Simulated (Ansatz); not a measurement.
Geometry optimisation, RKS B3LYP-D4/def2-SVP (Ansatz 0.2.0).

The input (input.yaml):

```yaml
crystal:
  periodic: [false, false, false]
  atoms:
    - { symbol: Sn, position_ang: [0.0, 0.0, 0.0] }
    - { symbol: Cl, position_ang: [0.0, 0.0, 2.41] }
    - { symbol: H, position_ang: [1.6408, 0.0, -0.5794] }
    - { symbol: H, position_ang: [-0.8195, 1.4198, -0.5794] }
    - { symbol: H, position_ang: [-0.8195, -1.4198, -0.5794] }
basis:
  gaussian: { orbitals: def2-SVP }
hamiltonian:
  xc: b3lyp
  dispersion: d4
relax:
  f_tol: 0.02
  max_steps: 40
```

Command:

```bash
$ ansatz run input.yaml --threads 1 --pin off --max-ram 2048MiB --backend cpu --events-out ev --progress --plain --runs-dir out
```

**Question.** Where does it end, and by what steps?

**Answer.** The run converged. After 4 steps the energy has fallen by 0.045 eV; Cl2 moved furthest, 0.08 Å.

| step | energy less start (eV) | largest force component (eV/Å) | accepted |
| --- | --- | --- | --- |
| 0 | 0.0000 | 0.543 | yes |
| 1 | 0.0210 | 0.575 | no |
| 2 | -0.0382 | 0.356 | yes |
| 3 | -0.0446 | 0.093 | yes |
| 4 | -0.0449 | 0.004 | yes |

```xyz
5
Properties=species:S:1:pos:R:3
Sn 0.000 0.000 -0.050
Cl 0.000 0.000 2.326
H 1.644 0.000 -0.534
H -0.822 1.424 -0.535
H -0.822 -1.424 -0.535
```

Run time: 12 s on 1 thread of Arm Neoverse V1 (shared host), peak memory 0.12 GiB.
